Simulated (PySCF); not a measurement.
C₄H₄BrCl (SMILES C=C/C(Br)=C\Cl), singlet, geometry from GFN2-xTB; DF-HF/6-31G** (PySCF).

The PySCF input:
```python
from pyscf import gto, scf

mol = gto.Mole()
mol.atom = '''
    C    -2.50810834    0.17415188   -0.34789978
    C    -1.31606132    0.06729817   -0.92270041
    C    -0.05009635   -0.00383232   -0.23163081
    Br   -0.06439869    0.05924107    1.67429484
    C     1.15615262   -0.11141986   -0.79670789
    Cl    1.39747025   -0.18444310   -2.49249134
    H    -2.62843185    0.21786586    0.72210365
    H    -3.40732141    0.22151141   -0.93601503
    H    -1.22553248    0.02555198   -1.99994113
    H     2.06692598   -0.16002109   -0.22048080
'''
mol.basis = '6-31g**'
mol.verbose = 4
mol.max_memory = 1800
mol.build()

mf = scf.RHF(mol)
mf = mf.density_fit(auxbasis='def2-universal-jkfit')
mf.kernel()
```

**Question.** Write the output that PySCF gives for this input, abridged.

**Answer.** 
```
PySCF version 2.14.0

[INPUT] verbose = 4
[INPUT] num. atoms = 10
[INPUT] num. electrons = 80
[INPUT] charge = 0
[INPUT] spin (= nelec alpha-beta = 2S) = 0
[INPUT] symmetry False subgroup None
[INPUT] Mole.unit = angstrom
[INPUT] Symbol           X                Y                Z      unit          X                Y                Z       unit  Magmom
[INPUT]  1 C     -2.508108340000   0.174151880000  -0.347899780000 AA   -4.739637853338   0.329099357278  -0.657435302996 Bohr   0.0
[INPUT]  2 C     -1.316061320000   0.067298170000  -0.922700410000 AA   -2.486995457934   0.127175109984  -1.743651069924 Bohr   0.0
[INPUT]  3 C     -0.050096350000  -0.003832320000  -0.231630810000 AA   -0.094668381340  -0.007242035222  -0.437718792911 Bohr   0.0
[INPUT]  4 Br    -0.064398690000   0.059241070000   1.674294840000 AA   -0.121695886881   0.111949397626   3.163958699372 Bohr   0.0
[INPUT]  5 C      1.156152620000  -0.111419860000  -0.796707890000 AA    2.184811809998  -0.210553020237  -1.505559713380 Bohr   0.0
[INPUT]  6 Cl     1.397470250000  -0.184443100000  -2.492491340000 AA    2.640836039727  -0.348546944566  -4.710126000450 Bohr   0.0
[INPUT]  7 H     -2.628431850000   0.217865860000   0.722103650000 AA   -4.967016333584   0.411706807293   1.364578132049 Bohr   0.0
[INPUT]  8 H     -3.407321410000   0.221511410000  -0.936015030000 AA   -6.438904283267   0.418595898366  -1.768812055177 Bohr   0.0
[INPUT]  9 H     -1.225532480000   0.025551980000  -1.999941130000 AA   -2.315920743959   0.048286244140  -3.779341000953 Bohr   0.0
[INPUT] 10 H      2.066925980000  -0.160021090000  -0.220480800000 AA    3.905924021948  -0.302396034254  -0.416648327725 Bohr   0.0

nuclear repulsion = 446.13945688707
number of shells = 56
number of NR pGTOs = 282
number of NR cGTOs = 126
basis = 6-31g**
ecp = {}

******** <class 'pyscf.df.df_jk.DFRHF'> ********
method = DFRHF
initial guess = minao
damping factor = 0
level_shift factor = 0
DIIS = <class 'pyscf.scf.diis.CDIIS'>
diis_start_cycle = 1
diis_space = 8
diis_damp = 0
SCF conv_tol = 1e-09
SCF conv_tol_grad = None
SCF max_cycles = 50
direct_scf = False
Set gradient conv threshold to 3.16228e-05
Initial guess from minao.
******** <class 'pyscf.df.df.DF'> ********
auxbasis = def2-universal-jkfit
init E= -3185.51266957261
  HOMO = -0.20344069285041  LUMO = 0.010327876618307  gap/eV = 5.81694
cycle= 1 E= -3185.2369354063  delta_E= 0.276  |g|= 0.525  |ddm|= 3.15
  HOMO = -0.377535222172835  LUMO = 0.0130914515328806  gap/eV = 10.62949
cycle= 2 E= -3185.30727077857  delta_E= -0.0703  |g|= 0.32  |ddm|= 1.03
  HOMO = -0.327583875382872  LUMO = 0.0868948686235029  gap/eV = 11.27854
cycle= 3 E= -3185.33446745196  delta_E= -0.0272  |g|= 0.0678  |ddm|= 0.464
  HOMO = -0.330712746037153  LUMO = 0.0913312645573221  gap/eV = 11.48440
cycle= 4 E= -3185.33655274112  delta_E= -0.00209  |g|= 0.0196  |ddm|= 0.154
  HOMO = -0.332703514225815  LUMO = 0.0901522372106838  gap/eV = 11.50649
cycle= 5 E= -3185.33669172452  delta_E= -0.000139  |g|= 0.00557  |ddm|= 0.0319
  HOMO = -0.332766857801506  LUMO = 0.0905953023649966  gap/eV = 11.52027
cycle= 6 E= -3185.33671339785  delta_E= -2.17e-05  |g|= 0.00212  |ddm|= 0.0178
  HOMO = -0.332581731051723  LUMO = 0.0910081497932742  gap/eV = 11.52647
cycle= 7 E= -3185.33671617444  delta_E= -2.78e-06  |g|= 0.000821  |ddm|= 0.00578
  HOMO = -0.332594227155868  LUMO = 0.0910448700146382  gap/eV = 11.52781
cycle= 8 E= -3185.33671654054  delta_E= -3.66e-07  |g|= 0.000185  |ddm|= 0.00223
  HOMO = -0.332591232280924  LUMO = 0.0910467439227691  gap/eV = 11.52778
cycle= 9 E= -3185.33671656761  delta_E= -2.71e-08  |g|= 9.2e-05  |ddm|= 0.000469
  HOMO = -0.332587195837156  LUMO = 0.0910456148263332  gap/eV = 11.52764
cycle= 10 E= -3185.33671657238  delta_E= -4.77e-09  |g|= 2.79e-05  |ddm|= 0.000212
  HOMO = -0.332587858835145  LUMO = 0.0910423265227136  gap/eV = 11.52756
cycle= 11 E= -3185.33671657309  delta_E= -7.17e-10  |g|= 9.17e-06  |ddm|= 9.32e-05
  HOMO = -0.332588098638271  LUMO = 0.091041950054449  gap/eV = 11.52756
Extra cycle  E= -3185.33671657314  delta_E= -4.73e-11  |g|= 3.98e-06  |ddm|= 1.62e-05
converged SCF energy = -3185.33671657314
```
